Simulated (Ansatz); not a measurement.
`B[S][GaH][SiH3]` + HCl → `B[S][GaH][Cl]` + SiH₄  (cleavage of the Ga–Si bond)

Isolated molecules relaxed with PBE0-D4/def2-TZVP in Ansatz; ΔE leaves out vibrations. CCSD(T)/CBS adds triple-zeta CCSD(T) − MP2 to the extrapolated MP2 energy (def2 sets, frozen cores). This one scheme is used for every species. DFT in def2-TZVPP. For Ga outer-core shells are correlated without core-valence functions, which leaves a few kJ/mol of doubt a bond. Scalar relativity is left out up to krypton. One conformer a species, not always the lowest.

| level | ΔE (kJ/mol) |
| --- | --- |
| r2SCAN0-D4 | -106.7 |
| PBE | -94.5 |

Problem. What does CCSD(T)/CBS give? (An estimate is asked.)

Solution. The calculation gave: -102.8 kJ/mol. The listed levels differ from it by -3.9, 8.3 kJ/mol.

Largest T1 diagnostic among the species: 0.014.

The D4 term adds +5.2 kJ/mol with B3LYP and +3.1 kJ/mol with PBE0; it sums over pairs of atoms, weighted by their polarisabilities, and B3LYP, whose exchange is more repulsive, gets the larger term. From BLYP to BHLYP (50 % exact exchange), in def2-TZVPP and without D4, ΔE moves by −10.7 kJ/mol.

B3LYP here is the variant with VWN-RPA as its local correlation; programs differ in this.
